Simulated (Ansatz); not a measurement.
`[GeH3][Se][GeH3]` + CH₃SH → `C[S][GeH3]` + `[GeH3][SeH]`  (ligand exchange at a Ge–Se bond)

Gas-phase electronic energies from Ansatz, PBE0-D4/def2-TZVP geometries. CCSD(T)/CBS adds triple-zeta CCSD(T) − MP2 to the extrapolated MP2 energy (def2 sets, frozen cores). This one scheme is used for every species. Functionals use def2-TZVPP. For Ge, Se outer-core shells are correlated without core-valence functions, which leaves a few kJ/mol of doubt a bond. Scalar relativity is left out up to krypton.

```json
{"level": "revPBE-D4", "ΔE (kJ/mol)": "15.3"}
{"level": "r2SCAN0-D4", "ΔE (kJ/mol)": "18.8"}
```

What does CCSD(T)/CBS give? (Estimate.)

The calculation gave: +20.1 kJ/mol. The listed levels differ from it by -4.8, -1.3 kJ/mol.

What do rigid-rotor, harmonic-oscillator terms from PBE0-D4/def2-TZVP frequencies (298.15 K, 1 bar) make of the CCSD(T)/CBS value? (Estimate.)

Computed: ΔZPE = -1.7 kJ/mol, ΔH = +17.5 kJ/mol, ΔS = 0 J/(mol·K), ΔG = +17.6 kJ/mol.

Largest T1 diagnostic among the species: 0.011.

Leaving LDA and LC-ωPBE aside and taking each functional with its dispersion term where it has one, the values, not all of them listed here, spread over 8.6 kJ/mol, from B97M-V to BHLYP-D4. From BLYP to BHLYP (50 % exact exchange), in def2-TZVPP and without D4, ΔE moves by +3.1 kJ/mol.
